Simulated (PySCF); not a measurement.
Nonlinear optical response: `O=C1O[C@H](F)C=C1F`, C₄H₂F₂O₂

Geometry:
```json
{"atom": "O1", "x (Å)": "1.749", "y (Å)": "-1.896", "z (Å)": "0.036"}
{"atom": "C2", "x (Å)": "0.915", "y (Å)": "-1.052", "z (Å)": "0.031"}
{"atom": "O3", "x (Å)": "-0.419", "y (Å)": "-1.288", "z (Å)": "0.172"}
{"atom": "C4", "x (Å)": "-1.152", "y (Å)": "-0.101", "z (Å)": "0.119"}
{"atom": "F5", "x (Å)": "-1.990", "y (Å)": "-0.143", "z (Å)": "-0.958"}
{"atom": "C6", "x (Å)": "-0.147", "y (Å)": "1.008", "z (Å)": "-0.024"}
{"atom": "C7", "x (Å)": "1.051", "y (Å)": "0.440", "z (Å)": "-0.087"}
{"atom": "F8", "x (Å)": "2.229", "y (Å)": "1.019", "z (Å)": "-0.221"}
{"atom": "H9", "x (Å)": "-1.797", "y (Å)": "-0.021", "z (Å)": "1.007"}
{"atom": "H10", "x (Å)": "-0.430", "y (Å)": "2.040", "z (Å)": "-0.099"}
```

Computed with quadratic response B3LYP/def2-SVPD first hyperpolarisability, Taylor convention, gas phase in PySCF. Geometry: GFN2-xTB.

Question: Give β for the processes computed.

Answer: In au, Taylor convention; the vector part is βᵢ = ⅓ Σⱼ (βᵢⱼⱼ + βⱼᵢⱼ + βⱼⱼᵢ); β∥ is 3/5 of the vector part along the dipole, the dipole points from − to +:
```tsv
process	λ (nm)	β vector norm	β∥	β HRS	depolarisation ratio
static β(0;0,0)	∞	88.1	-33.3	33.0	7.73
second harmonic β(−2ω;ω,ω)	1550	91.3	-33.4	34.2	7.77
Pockels β(−ω;ω,0)	1550	89.1	-33.3	–	–
second harmonic β(−2ω;ω,ω)	1064	95.1	-33.2	35.6	7.79
Pockels β(−ω;ω,0)	1064	90.3	-33.3	–	–
second harmonic β(−2ω;ω,ω)	694.3	106.8	-30.8	40.5	7.54
Pockels β(−ω;ω,0)	694.3	93.5	-33.3	–	–
```

Question: Which lowest excitations, dipole and polarisabilities go with it?

Answer: S1 4.76 eV (f = 0.001); S2 5.98 eV (f = 0.079); S3 6.47 eV (f = 0.151); dipole 4.02 D; isotropic α 53.0 au static, 53.2 au at 1550 nm, 53.5 au at 1064 nm, 53.9 au at 775 nm, 54.1 au at 694.3 nm, 54.9 au at 532 nm, 58.2 au at 347.1 nm.
